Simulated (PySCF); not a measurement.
C₄H₉O, SMILES CC(C)(C)[O], multiplicity 2.

Geometry: B3LYP-D3(BJ)/def2-SVP. The isomer is the one that the SMILES or the coordinates give; other isomers of the formula were not compared.

Computed with TDA-PBE/def2-SVPD (PySCF 2.14.0).

Vertical excitations. The molecule is in vacuum.

Computed UV-visible absorptions:
```tsv
state	energy (eV)	λ (nm)	f	main pairs
root 1	0.45	2726	0.000	β HOMO→LUMO 100 %
root 2	3.51	354	0.000	β HOMO−2→LUMO 100 %
root 3	3.65	340	0.004	β HOMO−1→LUMO 74 %, β HOMO−3→LUMO 24 %
root 4	3.78	328	0.005	β HOMO−3→LUMO 76 %, β HOMO−1→LUMO 23 %
root 5	3.94	315	0.001	β HOMO−4→LUMO 100 %
root 6	4.66	266	0.001	β HOMO−5→LUMO 100 %
root 7	4.90	253	0.021	β HOMO−6→LUMO 96 %
root 8	5.65	220	0.010	β HOMO→LUMO+1 99 %
root 9	6.03	206	0.001	β HOMO−8→LUMO 75 %, β HOMO−7→LUMO 24 %
root 10	6.07	204	0.013	α HOMO→LUMO 99 %
```
Unrestricted roots are not spin-pure.
